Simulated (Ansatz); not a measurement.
Reaction (formal loss of a carbene): `[CH3][AlH][O][SiH2]C` → `[CH3][AlH][O][SiH3]` + `[CH2]` (triplet)

Gas-phase electronic energies from Ansatz, PBE0-D4/def2-TZVP geometries. CCSD(T)/CBS adds triple-zeta CCSD(T) − MP2 to the extrapolated MP2 energy (def2 sets, frozen cores). This one scheme is used for every species. Functionals use def2-TZVPP. B3LYP here is the variant with VWN-RPA as its local correlation; programs differ in this. Triplets are unrestricted, without spin–orbit coupling. One conformer a species, not always the lowest.

| level | ΔE (kcal/mol) | difference from CCSD(T)/CBS |
| --- | --- | --- |
| PBE-D4 | 117.2 | 1.7 |
| PBE0-D4 | 115.2 | -0.3 |
| ωB97X-V | 117.7 | 2.2 |
| ωB97M-V | 116.4 | 0.9 |
| B2PLYP | 112.9 | -2.6 |
| B3LYP | 111.0 | -4.5 |
| HF/def2-TZVPP | 79.0 | -36.5 |
| MP2/def2-TZVPP | 115.8 | 0.3 |
| HF/CBS(def2) | 79.0 | -36.5 |
| CCSD/CBS(def2) | 112.8 | -2.7 |
| CCSD(T)/CBS | 115.5 | 0 |

Largest T1 diagnostic among the species: 0.011.

The D4 term adds +2.6 kcal/mol with B3LYP and +1.5 kcal/mol with PBE0; it sums over pairs of atoms, weighted by their polarisabilities, and B3LYP, whose exchange is more repulsive, gets the larger term. From PBE to PBE0 (25 % exact exchange), in def2-TZVPP and without D4, ΔE moves by −1.8 kcal/mol.
